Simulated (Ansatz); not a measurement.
Isolated molecules relaxed with PBE0-D4/def2-TZVP in Ansatz; ΔE leaves out vibrations. CBS: MP2 limit from def2 TZ/QZ plus the TZ coupled-cluster correction, frozen cores. This one scheme is used for every species. Functionals use def2-TZVPP. B3LYP here is the variant with VWN-RPA as its local correlation; programs differ in this. Each species was taken in one conformer, which may not be the lowest.

Consider the formal exchange of groups at the Si–F bond: `F[SiH](F)C[SiH3]` + SiH₄ → `F[SiH]([SiH3])C[SiH3]` + H–F.

```json
{"level": "PBE-D4", "ΔE (kJ/mol)": "141.3", "difference from CCSD(T)/CBS": "-21.9"}
{"level": "r2SCAN-D4", "ΔE (kJ/mol)": "166.0", "difference from CCSD(T)/CBS": "2.8"}
{"level": "PBE0-D4", "ΔE (kJ/mol)": "147.7", "difference from CCSD(T)/CBS": "-15.5"}
{"level": "ωB97X-V", "ΔE (kJ/mol)": "165.9", "difference from CCSD(T)/CBS": "2.7"}
{"level": "ωB97M-V", "ΔE (kJ/mol)": "171.4", "difference from CCSD(T)/CBS": "8.2"}
{"level": "B2PLYP", "ΔE (kJ/mol)": "176.3", "difference from CCSD(T)/CBS": "13.1"}
{"level": "PBE", "ΔE (kJ/mol)": "148.1", "difference from CCSD(T)/CBS": "-15.1"}
{"level": "B3LYP", "ΔE (kJ/mol)": "176.2", "difference from CCSD(T)/CBS": "13.0"}
{"level": "HF/def2-TZVPP", "ΔE (kJ/mol)": "200.2", "difference from CCSD(T)/CBS": "37.0"}
{"level": "SCS-MP2/def2-TZVPP", "ΔE (kJ/mol)": "177.2", "difference from CCSD(T)/CBS": "14.0"}
{"level": "HF/def2-QZVPP", "ΔE (kJ/mol)": "202.4", "difference from CCSD(T)/CBS": "39.2"}
{"level": "MP2/def2-QZVPP", "ΔE (kJ/mol)": "169.4", "difference from CCSD(T)/CBS": "6.2"}
{"level": "SCS-MP2/def2-QZVPP", "ΔE (kJ/mol)": "176.0", "difference from CCSD(T)/CBS": "12.8"}
{"level": "HF/CBS(def2)", "ΔE (kJ/mol)": "202.6", "difference from CCSD(T)/CBS": "39.4"}
{"level": "MP2/CBS(def2)", "ΔE (kJ/mol)": "167.3", "difference from CCSD(T)/CBS": "4.1"}
{"level": "CCSD/CBS(def2)", "ΔE (kJ/mol)": "167.8", "difference from CCSD(T)/CBS": "4.6"}
{"level": "CCSD(T)/CBS", "ΔE (kJ/mol)": "163.2", "difference from CCSD(T)/CBS": "0"}
```

Largest T1 diagnostic among the species: 0.012.

The D4 term adds −10.8 kJ/mol with B3LYP and −6.3 kJ/mol with PBE0; it sums over pairs of atoms, weighted by their polarisabilities, and B3LYP, whose exchange is more repulsive, gets the larger term. In def2-TZVPP, CCSD(T) changes the Hartree–Fock value by −33.7 kJ/mol (the triples alone add −4.6 kJ/mol) and MP2 by −29.6 kJ/mol. From PBE to PBE0 (25 % exact exchange), in def2-TZVPP and without D4, ΔE moves by +5.9 kJ/mol.

CCSD(T)/CBS has its own doubt, a few kJ/mol and more with outer-core shells, so smaller differences from it don't rank the levels.
